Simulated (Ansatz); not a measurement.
C$_{2}$H$_{7}$FSSi, SMILES `CC(S)[SiH2]F`. Charge 0, multiplicity 1. All single points use the PBE0-D4/def2-TZVP geometry. It is one conformer, not always the lowest.

```xyz
12

C    -0.234    1.467   -0.047
C     0.493    0.171   -0.354
S     0.066   -0.555   -1.972
Si    0.212   -1.251    0.824
F     0.471   -0.790    2.342
H    -0.062    2.210   -0.829
H    -1.313    1.304    0.028
H     0.106    1.878    0.907
H     1.571    0.348   -0.438
H    -1.241   -0.742   -1.720
H    -1.208   -1.675    0.732
H     1.139   -2.364    0.527
```

**Question.** What is the dipole moment at ωB97M-V/def2-TZVPP? (An estimate is asked.)

**Answer.** Computed: 1.04 D, with components (-0.38, 0.82, -0.51) D in this frame, pointing from negative to positive charge.

**Question.** And with PBE, r2SCAN, B3LYP? (An estimate is asked.)

**Answer.** Ansatz gave: PBE 1.11 D, r2SCAN 1.09 D, B3LYP 1.06 D.

**Question.** Give the Mulliken charges with ωB97M-V, PBE, r2SCAN in def2-TZVPP. (Estimate.)

**Answer.** The calculation gave: 
```csv
atom,ωB97M-V,PBE,r2SCAN
C1,-0.30,-0.25,-0.15
C2,-0.21,-0.07,-0.04
S3,-0.15,-0.19,-0.19
Si4,0.49,0.47,0.56
F5,-0.33,-0.29,-0.34
H6,0.12,0.09,0.06
H7,0.10,0.08,0.05
H8,0.12,0.10,0.06
H9,0.13,0.10,0.06
H10,0.12,0.11,0.10
H11,-0.05,-0.08,-0.10
H12,-0.03,-0.07,-0.08
```

B3LYP here is the variant with VWN-RPA as its local correlation; programs differ in this.
